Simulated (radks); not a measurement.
Task: Neutral ytterbium, [Xe] 4f14 6s2. Calculated with a radial shooting solver on a logarithmic mesh with Libxc functionals: non-relativistic Kohn-Sham, exchange-only B88, spin-polarised, spherical densities, point nucleus. Every spin shell is full or empty, so the densities are truly spherical. Functionals are evaluated on that one density, not self-consistently. Rank these exchange functionals by their error against the exact value of the orbitals, and give that value: LDA, PBE, PBEsol, revPBE, RPBE, PW86, AM05, SOGGA, EV93, APBE, TPSS, revTPSS, SCAN, r2SCAN, MS2.

Result: Exact: -275.747 hartree. From best to worst, with 100 (|E| - |E exact|)/|E exact| (equal figures are ties): revPBE +0.03, PW86 -0.04, r2SCAN +0.05, RPBE +0.06, PBE -0.07, TPSS -0.12, EV93 -0.19, SCAN +0.30, MS2 -0.40, APBE +0.56, revTPSS -0.65, PBEsol -1.63, SOGGA -1.64, AM05 -3.57, LDA -3.79.
